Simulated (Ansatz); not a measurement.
Ge2HN: where a starting geometry ends

The starting geometry of this gas-phase singlet was optimised with GFN2-xTB.

```xyz
4

Ge   -0.5574    0.0281    0.4373
Ge    0.8702   -1.3340   -1.3812
N    -0.0240    0.1681   -1.2286
H     0.4106   -1.8084    0.5924
```

Predict what it relaxes into with PBE0-D4/def2-TZVP.

New bonds form, giving a structure with H4 bridging Ge1 and Ge2, given below by its coordinates. Contacts that close: Ge1–H4 (2.08 → 1.85 Å), Ge2–H4 (2.08 → 1.85 Å).

The energy falls by 0.25 eV over 5 steps:

```csv
step,E − E(last) (eV)
1,0.253
2,0.025
3,0.003
4,0.000
5,0.000
```

Final geometry (Å):

```xyz
4

Ge   -0.5205   -0.0634    0.4761
Ge    0.8648   -1.3851   -1.2888
N    -0.0261    0.1775   -1.2373
H     0.3811   -1.6752    0.4698
```

Frequencies at the end are all real (lowest 289 cm⁻¹). Run with Ansatz 0.2.0, 19 s on 2 threads of Arm Neoverse N1 (shared host).
